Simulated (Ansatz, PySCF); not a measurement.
Molecule: C3H3O, charge 0, multiplicity 2. It need not be the lowest isomer of its formula. SMILES: [CH](O)C#C
Coordinates optimised at B3LYP-D3(BJ)/def2-TZVP (Ansatz, a quantum-chemistry and plane-wave program):
```xyz
7

C      1.9014    -0.0522    -0.0944
C      0.7009    -0.2525    -0.0228
C     -0.6514    -0.4564     0.0567
O     -1.5576     0.5605     0.0508
H      2.9487     0.1121    -0.1563
H     -1.1051    -1.4320     0.1300
H     -1.0887     1.4026    -0.0164
```
Charge 0, spin multiplicity 2.

Quantity: atomisation energy (electronic, to ground-state atoms), in kcal/mol. Valence correlation only, unless marked. UHF or UKS for open shells. Spin-orbit coupling is left out. Non-relativistic. The coupled-cluster limit lacks core correlation, which all-electron functionals hold. CBS(X,Y): correlation extrapolated as X^-3; Hartree-Fock from the larger set.

The UHF reference is spin-contaminated (<S^2> 0.20 over the pure value in the largest basis). 

```csv
level,program,atomisation energy (kcal/mol)
HF-D4/def2-TZVPD,PySCF + dftd4,?
PBE-D4/def2-TZVPD,Ansatz + dftd4,741.4
B3LYP-D4/def2-TZVPD,Ansatz + dftd4,711.0
B3LYP/def2-TZVPD,Ansatz,707.4
PBE0/STO-3G,Ansatz,778.1
PBE0-D3(BJ)/def2-TZVP,Ansatz + dftd3,717.2
PBE0-D4/def2-TZVP,Ansatz + dftd4,717.0
BHLYP-D3(BJ)/def2-TZVPD,Ansatz + dftd3,678.7
BHLYP/def2-TZVPD,Ansatz,675.5
B2PLYP-D4/def2-TZVPD,Ansatz + dftd4,?
SCS-MP2/6-31G,Ansatz,589.1
SCS-MP2/cc-pVQZ,Ansatz,700.5
CCSD/cc-pVDZ,Ansatz,?
CCSD/cc-pVTZ,Ansatz,670.2
"CCSD(T)/CBS(cc-pVTZ,cc-pVQZ)",Ansatz,705.1
```

### Question
Complete the blanks.

### Answer

- HF-D4/def2-TZVPD, atomisation energy (kcal/mol): 506.0
- B2PLYP-D4/def2-TZVPD, atomisation energy (kcal/mol): 704.1
- CCSD/cc-pVDZ, atomisation energy (kcal/mol): 632.9
